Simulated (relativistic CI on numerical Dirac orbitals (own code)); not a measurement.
# Ligand-field terms of d7

Computed with a parametric ligand-field model of a d^n configuration (Racah B and C, spin-orbit zeta, crystal field), exact diagonalisation.

Field parameters in Wybourne normalisation: Oh B⁴₀ = 21Dq, B⁴₄ = √(5/14) B⁴₀. The field is a parameter set, without covalency.

(1) Ground term and bands for B = 760, C = 3440, ζ = 0 cm⁻¹, Oh, 10Dq = 29640 cm⁻¹?

(2) Ground term and bands for B = 760, C = 3440, ζ = 0 cm⁻¹, Oh, 10Dq = 28120 cm⁻¹?

(3) Ground term and bands for B = 760, C = 3440, ζ = 0 cm⁻¹, Oh, 10Dq = 20520 cm⁻¹?

(4) Ground term and bands for B = 760, C = 3440, ζ = 0 cm⁻¹, Oh, 10Dq = 3800 cm⁻¹?

(5) Ground term and bands for B = 760, C = 3440, ζ = 0 cm⁻¹, Oh, 10Dq = 11400 cm⁻¹?

## Answers

(1) Ground term 2E with 1.02 electrons in the two orbitals of the cubic e set. Spin-allowed: 2T1 27102 cm⁻¹ (369 nm), 2T2 27921 cm⁻¹ (358 nm), 2T1 32387 cm⁻¹ (309 nm), 2T2 44889 cm⁻¹ (223 nm). Lowest spin-forbidden: 4T1 13269 cm⁻¹ (754 nm), 4T2 41191 cm⁻¹ (243 nm), 4T1 50872 cm⁻¹ (197 nm).

(2) Ground term 2E with 1.03 electrons in the two orbitals of the cubic e set. Spin-allowed: 2T1 25616 cm⁻¹ (390 nm), 2T2 26423 cm⁻¹ (378 nm), 2T1 30863 cm⁻¹ (324 nm), 2T2 43158 cm⁻¹ (232 nm). Lowest spin-forbidden: 4T1 11764 cm⁻¹ (850 nm), 4T2 38189 cm⁻¹ (262 nm), 4T1 47894 cm⁻¹ (209 nm).

(3) Ground term 2E with 1.04 electrons in the two orbitals of the cubic e set. Spin-allowed: 2T1 18228 cm⁻¹ (549 nm), 2T2 18959 cm⁻¹ (527 nm), 2T1 23221 cm⁻¹ (431 nm), 2T2 33789 cm⁻¹ (296 nm). Lowest spin-forbidden: 4T1 4256 cm⁻¹ (2350 nm), 4T2 23236 cm⁻¹ (430 nm), 4T1 33096 cm⁻¹ (302 nm).

(4) Ground term 4T1 with 2.12 electrons in the two orbitals of the cubic e set. Spin-allowed: 4T2 3207 cm⁻¹ (3118 nm), 4A2 7007 cm⁻¹ (1427 nm), 4T1 14014 cm⁻¹ (714 nm). Lowest spin-forbidden: 2E 11817 cm⁻¹ (846 nm), 2T1 14378 cm⁻¹ (695 nm), 2T2 14389 cm⁻¹ (695 nm).

(5) Ground term 4T1 with 2.05 electrons in the two orbitals of the cubic e set. Spin-allowed: 4T2 10196 cm⁻¹ (981 nm), 4T1 20393 cm⁻¹ (490 nm), 4A2 21596 cm⁻¹ (463 nm). Lowest spin-forbidden: 2E 4677 cm⁻¹ (2138 nm), 2T1 14204 cm⁻¹ (704 nm), 2T2 14736 cm⁻¹ (679 nm).
